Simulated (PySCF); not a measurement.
PySCF input (BP86/def2-TZVPD):

```python
from pyscf import gto, scf, dft

mol = gto.M(
    atom='''
    Li   -1.02562525   -0.63876841   -0.86919036
    O     0.28597198    0.13039418    0.24605443
    H     0.78909988    0.87315175    0.63913559
    ''',
    basis='def2-tzvpd',
    charge=1,
    spin=1,
    verbose=4,
)

mf = dft.UKS(mol, xc='bp86').density_fit(auxbasis='def2-universal-jkfit')
mf.grids.level = 3
mf.conv_tol = 1e-9
mf.max_cycle = 100
mf.max_memory = 1500
mf.kernel()
if not mf.converged:
    mf = mf.newton()
    mf.kernel(mf.make_rdm1())
for _ in range(2):
    mo, _, stable, _ = mf.stability(return_status=True)
    if stable:
        break
    mf.kernel(mf.make_rdm1(mo, mf.mo_occ))
mf.analyze()
```

Output:

```
PySCF version 2.14.0

[INPUT] verbose = 4
[INPUT] num. atoms = 3
[INPUT] num. electrons = 11
[INPUT] charge = 1
[INPUT] spin (= nelec alpha-beta = 2S) = 1
[INPUT] symmetry False subgroup None
[INPUT] Mole.unit = angstrom
[INPUT] Symbol           X                Y                Z      unit          X                Y                Z       unit  Magmom
[INPUT]  1 Li    -1.025625250000  -0.638768410000  -0.869190360000 AA   -1.938150828939  -1.207097351924  -1.642531730512 Bohr   0.0
[INPUT]  2 O      0.285971980000   0.130394180000   0.246054430000 AA    0.540408721500   0.246409288437   0.464975484436 Bohr   0.0
[INPUT]  3 H      0.789099880000   0.873151750000   0.639135590000 AA    1.491182658127   1.650017672685   1.207791221562 Bohr   0.0

nuclear repulsion = 11.6238836353272
number of shells = 28
number of NR pGTOs = 89
number of NR cGTOs = 66
basis = def2-tzvpd
ecp = {}

******** <class 'pyscf.df.df_jk.DFUKS'> ********
method = DFUKS
initial guess = minao
damping factor = 0
level_shift factor = 0
DIIS = <class 'pyscf.scf.diis.CDIIS'>
diis_start_cycle = 1
diis_space = 8
diis_damp = 0
SCF conv_tol = 1e-09
SCF conv_tol_grad = None
SCF max_cycles = 100
direct_scf = False
number electrons alpha = 6  beta = 5
XC library pyscf.dft.libxc version 7.1.2
    S. Lehtola, C. Steigemann, M. J. T. Oliveira, and M. A. L. Marques,  SoftwareX 7, 1–5 (2018)
XC functionals = bp86
    A. D. Becke,  Phys. Rev. A 38, 3098 (1988)
    J. P. Perdew,  Phys. Rev. B 33, 8822 (1986)
    J. P. Perdew,  Phys. Rev. B 34, 7406–7406 (1986)
radial grids:
    Treutler-Ahlrichs [JCP 102, 346 (1995); DOI:10.1063/1.469408] (M4) radial grids

becke partition: Becke, JCP 88, 2547 (1988); DOI:10.1063/1.454033
pruning grids: <function nwchem_prune>
grids dens level: 3
symmetrized grids: False
atomic radii adjust function: <function treutler_atomic_radii_adjust>
small_rho_cutoff = 0
Set gradient conv threshold to 3.16228e-05
tot grids = 37616
init E= -83.2477595230686
  alpha nocc = 6  HOMO = -0.407730218499866  LUMO = -0.0958109721982652
  beta  nocc = 5  HOMO = -0.410218933726744  LUMO = -0.407730218499866

WARN: HOMO -0.407730218499866 >= LUMO -0.407730218499866

cycle= 1 E= -83.0551614842254  delta_E= 0.193  |g|= 0.247  |ddm|= 0.806
  alpha nocc = 6  HOMO = -0.48089969851771  LUMO = -0.217046004262059
[...]
  beta  nocc = 5  HOMO = -0.530739651982117  LUMO = -0.492140446953266
  HOMO = -0.530739651982  LUMO = -0.492140446953  gap/eV = 1.05034
Extra cycle  E= -83.0768691460854  delta_E= -7.24e-11  |g|= 5.58e-06  |ddm|= 1.87e-05
converged SCF energy = -83.0768691460854  <S^2> = 0.75209109  2S+1 = 2.00209
uhf_internal: lowest eigs of H = [0.00591568 0.32684747 0.5954487 ]
<class 'pyscf.df.df_jk.DFUKS'> wavefunction is stable in the internal stability analysis
**** SCF Summaries ****
Total Energy =                         -83.076869146085357
Nuclear Repulsion Energy =              11.623883635327196
One-electron Energy =                 -133.889449823892278
Two-electron Energy =                   39.188697042479717
Two-electron Coulomb Energy =           49.771249171446058
DFT Exchange-Correlation Energy =      -10.582552128966338
HOMO-LUMO gap [eV] =                     1.050337868105179
**** MO energy ****
                             alpha | beta                alpha | beta
MO #1   energy= -19.1007766582179  | -19.0774357833106  occ= 1 | 1
MO #2   energy= -2.16022005443518  | -2.16033708060546  occ= 1 | 1
MO #3   energy= -1.18690443028798  | -1.13020702912795  occ= 1 | 1
MO #4   energy= -0.703777054154422 | -0.682993226223992 occ= 1 | 1
MO #5   energy= -0.62286063806021  | -0.530739651982117 occ= 1 | 1
MO #6   energy= -0.553072527996264 | -0.492140446953266 occ= 1 | 0
MO #7   energy= -0.225811993071304 | -0.222479841906392 occ= 0 | 0
MO #8   energy= -0.181067633917664 | -0.176062614545289 occ= 0 | 0
MO #9   energy= -0.158830922718075 | -0.157047056827778 occ= 0 | 0
MO #10  energy= -0.157080393329626 | -0.151476806599293 occ= 0 | 0
MO #11  energy= -0.0979694870920467 | -0.0950391149096672 occ= 0 | 0
MO #12  energy= -0.0715105777318995 | -0.0686259682800218 occ= 0 | 0
MO #13  energy= -0.0687963910503074 | -0.067596269224608 occ= 0 | 0
MO #14  energy= -0.0618337454666023 | -0.0612943413833579 occ= 0 | 0
MO #15  energy= -0.0501611566437429 | -0.0486247344640169 occ= 0 | 0
MO #16  energy= -0.0485129817061603 | -0.0392329916792504 occ= 0 | 0
MO #17  energy= -0.041249898814954 | -0.038222853219688 occ= 0 | 0
MO #18  energy= 0.0180676571767462 | 0.02301626623782   occ= 0 | 0
MO #19  energy= 0.0459298266852242 | 0.0461551877257445 occ= 0 | 0
MO #20  energy= 0.0644133570485964 | 0.0704310895398244 occ= 0 | 0
MO #21  energy= 0.0859866446038495 | 0.0921558424923921 occ= 0 | 0
MO #22  energy= 0.135429028733556  | 0.14216987287409   occ= 0 | 0
MO #23  energy= 0.138191006378284  | 0.149188979567134  occ= 0 | 0
MO #24  energy= 0.158438484229967  | 0.160437135650418  occ= 0 | 0
MO #25  energy= 0.170283498219286  | 0.179679376744663  occ= 0 | 0
MO #26  energy= 0.186378484148587  | 0.196485211104537  occ= 0 | 0
MO #27  energy= 0.200503900799204  | 0.202462462676865  occ= 0 | 0
MO #28  energy= 0.349899924013242  | 0.353850271345706  occ= 0 | 0
MO #29  energy= 0.351324743901019  | 0.386156810828459  occ= 0 | 0
MO #30  energy= 0.383234427234689  | 0.387824308673383  occ= 0 | 0
MO #31  energy= 0.414864765885063  | 0.437400965580955  occ= 0 | 0
MO #32  energy= 0.438357142541093  | 0.447549266121652  occ= 0 | 0
MO #33  energy= 0.517921334351222  | 0.526349737090932  occ= 0 | 0
MO #34  energy= 0.635895717155158  | 0.640818939772565  occ= 0 | 0
MO #35  energy= 0.753203639343681  | 0.768866710290972  occ= 0 | 0
MO #36  energy= 1.23214744999538   | 1.26278217643127   occ= 0 | 0
MO #37  energy= 1.25902566094084   | 1.26798402394665   occ= 0 | 0
MO #38  energy= 1.32129808641942   | 1.33646121911621   occ= 0 | 0
MO #39  energy= 1.3338965469631    | 1.38552094134373   occ= 0 | 0
MO #40  energy= 1.35539119293152   | 1.39525831931595   occ= 0 | 0
MO #41  energy= 1.47262386083172   | 1.49244150511057   occ= 0 | 0
MO #42  energy= 1.74280122419879   | 1.7784723165964    occ= 0 | 0
MO #43  energy= 1.84920875182914   | 1.85218118340346   occ= 0 | 0
MO #44  energy= 2.17322853242687   | 2.1821153253562    occ= 0 | 0
MO #45  energy= 2.29638598918665   | 2.3970510719898    occ= 0 | 0
MO #46  energy= 2.37975333149908   | 2.41428440294773   occ= 0 | 0
MO #47  energy= 2.41604318034617   | 2.4270467794436    occ= 0 | 0
MO #48  energy= 2.68732471949278   | 2.72987053224415   occ= 0 | 0
MO #49  energy= 3.42645614765846   | 3.45643390093274   occ= 0 | 0
MO #50  energy= 4.66594146055646   | 4.71801660491876   occ= 0 | 0
MO #51  energy= 4.67082992911654   | 4.73113179508776   occ= 0 | 0
MO #52  energy= 4.68657601357169   | 4.76945060862859   occ= 0 | 0
MO #53  energy= 4.68680341551706   | 4.774520733838     occ= 0 | 0
MO #54  energy= 4.95611144890735   | 5.01145711032741   occ= 0 | 0
MO #55  energy= 5.00435137172751   | 5.02916078054351   occ= 0 | 0
MO #56  energy= 5.45184489014546   | 5.45227633462294   occ= 0 | 0
MO #57  energy= 5.46326505358511   | 5.46319597190331   occ= 0 | 0
MO #58  energy= 5.58443324667944   | 5.59897477237597   occ= 0 | 0
MO #59  energy= 5.76201989038671   | 5.79135504566466   occ= 0 | 0
MO #60  energy= 5.87375249458912   | 5.97332179153849   occ= 0 | 0
MO #61  energy= 5.87958061891548   | 6.00279018246435   occ= 0 | 0
MO #62  energy= 5.98083774352379   | 6.08646280453583   occ= 0 | 0
MO #63  energy= 6.07626909825404   | 6.08976536807037   occ= 0 | 0
MO #64  energy= 6.54506235611167   | 6.5773013032822    occ= 0 | 0
MO #65  energy= 13.9034506849303   | 13.9034366286324   occ= 0 | 0
MO #66  energy= 42.726401017753    | 42.7581332789675   occ= 0 | 0

To work with the spin densities directly, `use mulliken_meta_spin()` only printing them here.

 ** Mulliken spin pop alpha/beta on meta-lowdin orthogonal AOs **
 ** Mulliken Spin Density (per AO)  **
spin_pop of  0 Li 1s       -0.00000
spin_pop of  0 Li 2s       -0.00257
spin_pop of  0 Li 3s       -0.00001
spin_pop of  0 Li 4s       -0.00001
spin_pop of  0 Li 5s       -0.00001
spin_pop of  0 Li 2px      -0.00019
spin_pop of  0 Li 2py      -0.00031
spin_pop of  0 Li 2pz      -0.00014
spin_pop of  0 Li 3px      -0.00006
spin_pop of  0 Li 3py      -0.00016
spin_pop of  0 Li 3pz       0.00001
spin_pop of  0 Li 4px       0.00000
spin_pop of  0 Li 4py      -0.00001
spin_pop of  0 Li 4pz       0.00000
spin_pop of  0 Li 5px      -0.00003
spin_pop of  0 Li 5py      -0.00003
spin_pop of  0 Li 5pz      -0.00001
spin_pop of  1 O 1s       -0.00001
spin_pop of  1 O 2s        0.01279
spin_pop of  1 O 3s       -0.00043
spin_pop of  1 O 4s       -0.00004
spin_pop of  1 O 5s       -0.00005
spin_pop of  1 O 6s       -0.00002
spin_pop of  1 O 2px       0.44736
spin_pop of  1 O 2py       0.01105
spin_pop of  1 O 2pz       0.55506
spin_pop of  1 O 3px      -0.00024
spin_pop of  1 O 3py      -0.00039
spin_pop of  1 O 3pz      -0.00021
spin_pop of  1 O 4px      -0.00004
spin_pop of  1 O 4py      -0.00002
spin_pop of  1 O 4pz      -0.00001
spin_pop of  1 O 5px       0.00001
[...]
```
